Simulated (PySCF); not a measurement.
## How methods differ on the excitation energy of Bi

Bi [Xe] 4f14 5d10 6s2 6p3 (4S) → Bi [Xe] 4f14 5d10 6s1 6p4 (4P), as a difference of total energies. Calculation: PySCF 2.14, in aug-cc-pVQZ-PP with ECP60MDF; scalar relativity through the core potential. Correlated levels: valence: 5s2 5p6 5d10 frozen. The calculations carry no spin-orbit coupling.

```
   method  excitation energy (eV)
      UHF                   9.250
      LDA                  10.069
      PBE                   9.888
     PBE0                   9.802
   r2SCAN                   9.761
CAM-B3LYP                   9.831
    B3LYP                   9.811
  wB97M-V                   9.650
  LC-wPBE                   9.852
```

Problem. Estimate what MP2 (valence) gives.

Solution. 9.193 eV, closest to UHF among the rows shown.

Problem. Estimate what SCS-MP2 (valence) gives.

Solution. 9.176 eV, closest to UHF among the rows shown.

Spin-orbit coupling is strong in these open shells (close to jj coupling). The scalar numbers leave it out and a first-order estimate fails, so it can dominate the gap to the real levels.

The upper state lies above the first ionisation limit, where it may autoionise and the basis confines it.
